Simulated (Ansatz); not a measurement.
`[F][Al]([F])[SH]` + H₂O → `[OH][Al]([F])[SH]` + H–F at 400 K and 1 bar (formal hydrolysis of the Al–F bond).

Isolated molecules relaxed with PBE0-D4/def2-TZVP in Ansatz; ΔE leaves out vibrations. CCSD(T)/CBS is the MP2 limit (def2-TZVPP, def2-QZVPP) plus CCSD(T) − MP2 in def2-TZVPP, frozen cores. This one scheme is used for every species. One conformer a species, not always the lowest.

```tsv
species	CCSD(T)/CBS energy (Eh)	H − E (kJ/mol)	S (J/(mol·K))
`[F][Al]([F])[SH]`	-840.18239	63.9	338.6
H₂O	-76.37941	69.8	198.6
`[OH][Al]([F])[SH]`	-816.14836	95.8	350.9
H–F	-100.39570	36.5	182.2
```

H − E and S are ideal-gas, rigid-rotor, harmonic terms from PBE0-D4/def2-TZVP, for one conformer and one mirror image of each species. 1 Eh = 2625.50 kJ/mol, R = 8.31446 J/(mol·K).

Q: By hand: ΔE, ΔH, ΔS and ΔG.

A: ΔE = (-816.14836) + (-100.39570) − (-840.18239) − (-76.37941) = 0.01774 Eh = 46.6 kJ/mol. Δ(H − E) = 95.8 + 36.5 − 63.9 − 69.8 = -1.4, so ΔH = 45.2 kJ/mol. ΔS = 350.9 + 182.2 − 338.6 − 198.6 = -4.1 J/(mol·K). ΔG = 45.2 − 400 × (-4.1)/1000 = 46.8 kJ/mol.

Q: By hand: the equilibrium constant, and the temperature at which ΔG would vanish if ΔH and ΔS stayed fixed.

A: log₁₀ K = −ΔG/(RT ln 10) = -6.1. ΔH and −TΔS have one sign here, so there is no such temperature.

The number of gas molecules stays the same, so ΔS is small and ΔH decides. A doubt of 5 kJ/mol in ΔE shifts log₁₀ K by 0.7 here. Other conformers and mirror images would add mixing entropy, several J/(mol·K) or more a flexible species. These are equilibria of isolated gas molecules and say nothing of rates. Largest T1 diagnostic: 0.012 (customary marks: 0.02 for closed shells, 0.045 for open ones).

ΔS is within the doubt of such terms, so its sign, and with it that verdict, could turn.
